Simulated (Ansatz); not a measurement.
BiI3. The state is a singlet with charge 0. Geometry PBE-D4/def2-SVP; atoms count from 1.

```xyz
4

Bi    0.715   -0.175   -0.626
I     1.138   -0.982    2.071
I    -1.802   -1.387   -1.173
I    -0.051    2.544   -0.272
```

In the def2 sets Bi, I take a core potential; there is no spin–orbit coupling.

(1) Estimate the Mulliken populations from the PBE0/def2-TZVP orbitals of Ansatz.

(2) And the Mayer bond orders between heavy atoms (over 0.3)?

Results:

(1) 
```
atom  charge (e)
 Bi1        0.67
  I2       -0.22
  I3       -0.22
  I4       -0.22
```
Mulliken values depend strongly on the basis.

(2) Bi1–I2 1.05 (2.85 Å); Bi1–I3 1.05 (2.85 Å); Bi1–I4 1.05 (2.85 Å).
